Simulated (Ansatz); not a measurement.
Gas-phase electronic energies from Ansatz, PBE0-D4/def2-TZVP geometries. CCSD(T)/CBS is the MP2 limit (def2-TZVPP, def2-QZVPP) plus CCSD(T) − MP2 in def2-TZVPP, frozen cores. This one scheme is used for every species. Functionals use def2-TZVPP. Each species was taken in one conformer, which may not be the lowest.

`[NH2][Al]([OH])[F]` + NH₃ → `[NH2][Al]([NH2])[F]` + H₂O  (ligand exchange at the Al–O bond)

```json
{"level": "BLYP-D4", "ΔE (kcal/mol)": "11.1"}
{"level": "B97M-V", "ΔE (kcal/mol)": "11.5"}
{"level": "BHLYP-D4", "ΔE (kcal/mol)": "11.0"}
{"level": "B2PLYP", "ΔE (kcal/mol)": "11.4"}
{"level": "PBE-QIDH", "ΔE (kcal/mol)": "10.6"}
{"level": "r2SCAN", "ΔE (kcal/mol)": "11.2"}
{"level": "CAM-B3LYP", "ΔE (kcal/mol)": "11.2"}
{"level": "LC-ωPBE", "ΔE (kcal/mol)": "10.4"}
```

(1) What does CCSD(T)/CBS give? (Best estimate.)

(2) What do rigid-rotor, harmonic-oscillator terms from PBE0-D4/def2-TZVP frequencies (298.15 K, 1 bar) make of the CCSD(T)/CBS value? (Estimate.)

Largest T1 diagnostic among the species: 0.012.

Answers

(1) Computed: +10.3 kcal/mol. The listed levels differ from it by 0.8, 1.2, 0.7, 1.1, 0.3, 0.9, 0.9, 0.1 kcal/mol.

(2) Computed: ΔZPE = -0.7 kcal/mol, ΔH = +9.9 kcal/mol, ΔS = -2 J/(mol·K), ΔG = +10.0 kcal/mol.

Leaving LDA and LC-ωPBE aside and taking each functional with its dispersion term where it has one, the values, not all of them listed here, spread over 1.4 kcal/mol, from HSE06-D4 to B97M-V. LDA lies −0.7 kcal/mol from PBE without D4.
